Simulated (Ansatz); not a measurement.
The same ligand exchange along the group B, Ga, In.

Calculated with Ansatz (gas phase, PBE0-D4/def2-TZVP geometries, no zero-point term in ΔE). CBS: MP2 limit from def2 TZ/QZ plus the TZ coupled-cluster correction, frozen cores. Small cases extrapolate CCSD(T) itself. Functionals use def2-TZVPP. Elements past krypton have def2 core potentials. For Ga, In outer-core shells are correlated without core-valence functions, which leaves a few kJ/mol of doubt a bond. Scalar relativity is left out up to krypton. One conformer a species, not always the lowest.

| reaction | CCSD/CBS(def2) (kJ/mol) | B2PLYP (kJ/mol) | MP2/CBS(def2) (kJ/mol) | ωB97X-V (kJ/mol) | CCSD(T)/CBS(def2) (kJ/mol) |
| --- | --- | --- | --- | --- | --- |
| `OBF` + HCl → `OBCl` + H–F | 56 | 60 | 46 | 58 | 53 |
| `[OH][GaH][F]` + HCl → `[OH][GaH][Cl]` + H–F | -40 | -32 | -44 | -33 | -41 |
| `[OH][InH][F]` + HCl → `[OH][InH][Cl]` + H–F | -65 | -59 | -69 | -59 | -64 |

Largest T1 diagnostic: 0.017, for `[OH][InH][F]`.

Extrapolated directly: `OBF` + HCl → `OBCl` + H–F.
